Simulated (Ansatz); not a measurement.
The same ligand exchange along the group B, Al, Ga, In.

Gas-phase electronic energies from Ansatz, PBE0-D4/def2-TZVP geometries. CCSD(T)/CBS adds triple-zeta CCSD(T) − MP2 to the extrapolated MP2 energy (def2 sets, frozen cores). Small cases extrapolate CCSD(T) itself. DFT in def2-TZVPP. B3LYP here is the variant with VWN-RPA as its local correlation; programs differ in this. Elements past krypton have def2 core potentials. For Ga, In outer-core shells are correlated without core-valence functions, which leaves a few kJ/mol of doubt a bond. Scalar relativity is left out up to krypton. One conformer a species, not always the lowest.

```json
{"reaction": "`OB(S)S` + CH₃OH → `COB(S)S` + H₂O", "CCSD(T)/CBS(def2) (kcal/mol)": "-2.9"}
{"reaction": "`[OH][Al]([SH])[SH]` + CH₃OH → `C[O][Al]([SH])[SH]` + H₂O", "CCSD(T)/CBS(def2) (kcal/mol)": "?"}
{"reaction": "`[OH][Ga]([SH])[SH]` + CH₃OH → `C[O][Ga]([SH])[SH]` + H₂O", "CCSD(T)/CBS(def2) (kcal/mol)": "-0.6"}
{"reaction": "`[OH][In]([SH])[SH]` + CH₃OH → `C[O][In]([SH])[SH]` + H₂O", "CCSD(T)/CBS(def2) (kcal/mol)": "0.2"}
```

(1) Fill in the missing values. (An estimate is asked.)

Largest T1 diagnostic: 0.015, for `C[O][In]([SH])[SH]`.

Extrapolated directly: `OB(S)S` + CH₃OH → `COB(S)S` + H₂O.

## Answers

(1) Ansatz gave: `[OH][Al]([SH])[SH]` + CH₃OH → `C[O][Al]([SH])[SH]` + H₂O: -0.4 kcal/mol.
